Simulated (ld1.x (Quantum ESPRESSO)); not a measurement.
gallium (Ga): variants of one PAW potential

Base potential:

- Element: gallium (Ga)
- Generator: ld1.x (Quantum ESPRESSO) 7.5
- Type: PAW
- Functional: PBE
- Relativity: scalar-relativistic
- Frozen core: [Ne]
- Valence charge: 21
- Reference configuration: 3s2 3p6 3d10 4s1.75 4p1.25
- Partial waves: 3s (bound): rcut 0.85, rcutus 1.15 bohr; 4s (bound): rcut 0.85, rcutus 1.15 bohr; 3p (bound): rcut 0.95, rcutus 1.05 bohr; 4p (bound): rcut 0.95, rcutus 1.05 bohr; 3d (bound): rcut 1.10, rcutus 1.15 bohr; 3d channel at 0.8 Ry: rcut 1.10, rcutus 1.15 bohr
- Local potential: all-electron potential smoothed inside 0.80 bohr (lloc = -1)
- Core correction: Bessel-smoothed model core inside 0.55 bohr
- Augmentation charge: BESSEL, radius 0.85 bohr

All-electron outer shells of the reference configuration (PBE, scalar-relativistic, ld1.x):

```tsv
shell	level (eV)	outermost node (bohr)	outermost maximum (bohr)
2s	-1262.81	0.07	0.18
2p	-1099.32	–	0.15
3s	-148.63	0.27	0.56
3p	-99.37	0.24	0.56
3d	-19.65	–	0.53
4s	-9.24	0.81	1.90
4p	-2.78	0.87	2.53
```

Cutoffs, loose and tight: the cutoffs (Ry, on a coarse ladder) from which the occupation-weighted sum of valence levels, in a spherical-Bessel basis at the reference potential, stays within 10 and 1 mRy of its value at 400 Ry. They do not see the model core or the augmentation charge, which bear on the density cutoff. Test errors are all-electron minus pseudo excitation energies from the reference, over the configurations 3s2 3p6 3d10 4s2 4p1; 3s2 3p6 3d10 4s2 4p0; 3s2 3p6 3d10 4s1 4p0; 3s2 3p6 3d10 4s0 4p3; 3s2 3p6 3d10 4s0 4p0; 3s2 3p6 3d10 4s2 4p1.3; 3s2 3p6 3d10 4s1 4p1. A dash means not determined; rows that change the core or the reference have their own tests.

Cutoffs are not given where the Bessel-basis levels miss the radial ones by over 6 mRy, ghosts where they miss by over 20 mRy; a channel whose overlap is not positive is not tested.

A file whose overlap is not positive is unfit for use, and its test errors describe a broken file.

```tsv
change	outcome	bound ghosts	largest test error (meV)
base	generated, overlap not positive	not determined (overlap not positive)	-4.3
waves 3d (bound): rcut 0.74, rcutus 0.78 bohr; 3d channel at 0.8 Ry: rcut 0.74, rcutus 0.78 bohr	generated, overlap not positive	not determined (overlap not positive)	-3.5
waves 3d (bound): rcut 0.90, rcutus 0.96 bohr; 3d channel at 0.8 Ry: rcut 0.90, rcutus 0.96 bohr	generated, overlap not positive	not determined (overlap not positive)	-3.0
waves 3d (bound): rcut 1.00, rcutus 1.06 bohr; 3d channel at 0.8 Ry: rcut 1.00, rcutus 1.06 bohr	generated, overlap not positive	not determined (overlap not positive)	-3.8
waves 3d (bound): rcut 1.10, rcutus 1.24 bohr; 3d channel at 0.8 Ry: rcut 1.10, rcutus 1.24 bohr	generated, overlap not positive	not determined (overlap not positive)	-4.7
waves 3d (bound): rcut 1.10, rcutus 1.42 bohr; 3d channel at 0.8 Ry: rcut 1.10, rcutus 1.42 bohr	generated, overlap not positive	not determined (overlap not positive)	-3.9
waves 3d (bound): rcut 1.10, rcutus 1.68 bohr; 3d channel at 0.8 Ry: rcut 1.10, rcutus 1.68 bohr	generated, overlap not positive	not determined (overlap not positive)	-2.1
```

What comes out with this change to the base: waves 3d (bound): rcut 1.10, rcutus 1.58 bohr; 3d channel at 0.8 Ry: rcut 1.10, rcutus 1.58 bohr?

outcome: generated, overlap not positive; bound ghosts: not determined (overlap not positive); largest test error (meV): +3.2. A file whose overlap is not positive is unfit for use, and its test errors describe a broken file.
